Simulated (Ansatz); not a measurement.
A run for Ansatz (a quantum-chemistry and plane-wave program): R-RI-MP2/def2-QZVPP on CH4SSe (SMILES CS[SeH]). Files ending in .json are basis or fitting sets from the Basis Set Exchange. The run froze 20 orbitals, filled d shells among them.

Ansatz 0.2 input:
```yaml
crystal:
  periodic: [false, false, false]
  atoms:
    - {symbol: C, position_ang: [-1.01214754, 0.00612454, 0.01884995]}
    - {symbol: S, position_ang: [0.33678908, -0.84504026, -0.85839720]}
    - {symbol: Se, position_ang: [2.07906766, -0.47833191, 0.44789295]}
    - {symbol: H, position_ang: [-1.12049481, -0.37945004, 1.02999274]}
    - {symbol: H, position_ang: [-1.91868984, -0.20831091, -0.55008497]}
    - {symbol: H, position_ang: [-0.84518234, 1.08102664, 0.03987102]}
    - {symbol: H, position_ang: [2.48065779, 0.82398194, -0.12812451]}
basis:
  gaussian:
    orbitals: def2-QZVPP.json
    fitting: {mean_field: def2-universal-JKFIT, correlation: def2-QZVPP-RIFIT.json}
magnetization: {spin_polarized: false}
correlation: {method: mp2, electrons: outside_noble_gas}
scf: {lower_state_search: off}
```

Output:

```
WARN ansatz: RAYON_NUM_THREADS=1 ignored (pool sized by the plan → 1); use --threads N
Functional definition: HF
these checks for a lower state are left out or cut short: stability, starts, cluster_reference, orbital_swaps, neighbouring_geometries, increment
integrals: 0.48 GiB planned
541 factors; integrals over basis functions are off by at most 2.4e0 eV
mean field: 0.76 GiB planned
mean field evaluation 1: about -77215.1382 eV, gradient 2.3e1 eV
mean field evaluation 2: about -77216.4744 eV, gradient 9.8e0 eV
mean field evaluation 4: about -77216.7469 eV, gradient 8.0e-1 eV
mean field -77216.74933424 eV, -2837.6631986407 hartree, gradient 8.8e-7 eV, S^2 0.000000; 0 other end points of the search recorded, 0 dependent functions left out
20 core orbitals not correlated
830 factors; their error is unknown
reference -77216.74933424 eV, -2837.6631986407 hartree; 10, 10 occupied and 306, 306 virtual orbitals, 830 factors
second order -15.05164738 eV of doubles, -0.00000000 eV of singles
Total energy: -77231.80098162 eV, -2838.2163364795 hartree
Checks for a lower state left out: stability, starts, cluster_reference, orbital_swaps, neighbouring_geometries, increment
```

The calculation finished and met its thresholds.

Cost: roughly 6 core-seconds.
